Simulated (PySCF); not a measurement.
# Worked example: dipole moment from atomic charges

silene (CH4Si), SMILES C=[SiH2]. Atoms are numbered in the order given.

```xyz
6

C      0.0000     0.0000    -1.1527
Si     0.0000     0.0000     0.5494
H      0.0000    -0.9164    -1.7315
H      0.0000     0.9164    -1.7315
H      0.0000     1.2457     1.3439
H      0.0000    -1.2457     1.3439
```

The structure is a stationary point at r2SCAN-D4/def2-TZVP.

Charges (e) from B3LYP/def2-TZVPD (PySCF):

```json
[
 {"atom": "C1", "ESP fit": "-0.852", "IAO": "-0.726"},
 {"atom": "Si2", "ESP fit": "0.342", "IAO": "0.602"},
 {"atom": "H3", "ESP fit": "0.276", "IAO": "0.170"},
 {"atom": "H4", "ESP fit": "0.276", "IAO": "0.170"},
 {"atom": "H5", "ESP fit": "-0.021", "IAO": "-0.108"},
 {"atom": "H6", "ESP fit": "-0.021", "IAO": "-0.108"}
]
```

The dipole moment of the full density is 0.79 D.

Q: What dipole moment does each set of point charges give, and which comes closer to that of the density?

A: 
μ = Σ q r, and 1 e Å = 4.8032 D.
ESP fit: Σ q r = (0.000, 0.000, 0.158) e Å, |μ| = 0.76 D.
IAO: Σ q r = (0.000, 0.000, 0.289) e Å, |μ| = 1.39 D.
ESP fit comes closer in size. Point charges leave out the atoms' own dipoles (lone pairs, polarised bonds); fits to the potential absorb them, partitions of the density don't.
